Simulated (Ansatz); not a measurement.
Ansatz (a program for electronic structure) job for K(OH) (HKO), SMILES [OH][K], PBE/def2-TZVPD. The structure is a stationary point at PBE0-D3(BJ)/def2-TZVPD. The isomer is the one that the SMILES or the coordinates give; other isomers of the formula were not compared.

Ansatz 0.2 input:
```yaml
crystal:
  periodic: [false, false, false]
  atoms:
    - {symbol: K, position_ang: [0.00000000, 0.00000000, -0.74824017]}
    - {symbol: O, position_ang: [0.00000000, 0.00000000, 1.47353074]}
    - {symbol: H, position_ang: [0.00000000, 0.00000000, 2.42831728]}
basis:
  gaussian:
    orbitals: def2-TZVPD
hamiltonian:
  xc: {name: PBE}
```

It prints:

```
Functional definition: PBE
integrals: 0.02 GiB planned
565 factors; their error is unknown
mean field: 0.17 GiB planned
mean field evaluation 1: about -18370.2943 eV, gradient 7.9e1 eV
mean field evaluation 2: about -18105.9775 eV, gradient 1.6e2 eV
mean field evaluation 4: about -18374.6048 eV, gradient 6.1e1 eV
mean field evaluation 8: about -18381.4498 eV, gradient 8.3e-2 eV
mean field -18381.43200697 eV, -675.5051668739 hartree, gradient 5.1e-5 eV, S^2 0.000000; 0 other end points of the search recorded, 0 dependent functions left out
reference -18381.43205492 eV, -675.5051686363 hartree; 14, 14 occupied and 71, 71 virtual orbitals, 565 factors
Total energy: -18381.43205492 eV, -675.5051686363 hartree
```

The run converged.
